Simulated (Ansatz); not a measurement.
Cost against result

The pair of Ag⁺ (SMILES [Ag+], atom 1) and GeH₄ (SMILES [GeH4], atoms 2–6), both closed shells, in one local arrangement (a lower one may exist), relaxed at PBE0-D4/def2-TZVP:

```csv
atom,x (Å),y (Å),z (Å)
Ag1,0.1442,-0.1442,-2.3059
Ge2,-0.0350,0.1068,0.5601
H3,-1.3861,-0.2553,1.1555
H4,0.0414,-0.9622,-0.7020
H5,1.2250,-0.2688,1.3235
H6,0.0105,1.5236,-0.0313
```

Interaction energies are counterpoise-corrected; the time is that of the whole pair.

Program: Ansatz 0.2.0. Basis: as named in each row. Cores are frozen in the correlated methods. Filled d shells of the heavier atoms are correlated. Core potentials replace the inner electrons of the atoms past krypton. The def2 sets are not built for correlating such inner shells, so the correlated values are less sure here. B3LYP uses VWN-RPA correlation. Extrapolation: Hartree–Fock as exp(−7.88 √X), correlation as X^−2.97.

Times are rough, for one single point on 4 threads of a shared host (Arm Neoverse V1).

The estimate by CCSD(T) at an estimated basis limit (MP2 extrapolated from triple and quadruple zeta, plus CCSD(T) − MP2 in triple zeta) is -126.1 kJ/mol.

```csv
method,basis,time (s),interaction energy (kJ/mol),method less estimate
SPW92,def2-SVP,under 1,-196.9,-70.7
PBE-D4,def2-SVP,under 1,-151.2,-25.1
PBE0-D4,def2-SVP,under 1,-129.7,-3.6
PBE-D4,def2-TZVPPD,1,-155.8,-29.6
revPBE-D4,def2-TZVPPD,1,-138.6,-12.5
BLYP-D4,def2-TZVPPD,2,-147.9,-21.8
PBE0-D4,def2-TZVPPD,2,-134.6,-8.4
HSE06-D4,def2-TZVPPD,2,-134.6,-8.5
B3LYP-D4,def2-TZVPPD,2,-134.4,-8.2
CCSD(T),def2-SVP,3,-92.0,34.2
r2SCAN-D4,def2-TZVPPD,3,-150.7,-24.5
B2PLYP,def2-TZVPPD,4,-122.2,3.9
wB97M-V,def2-SVP,4,-118.7,7.4
B97M-V,def2-TZVPPD,6,-134.4,-8.2
wB97X-V,def2-TZVPPD,6,-121.0,5.1
wB97M-V,def2-TZVPPD,6,-122.2,4.0
MP2,def2-QZVPPD,9,-129.0,-2.8
CCSD(T),def2-TZVPPD,63,-109.7,16.4
```

T1 diagnostic: at most 0.013.
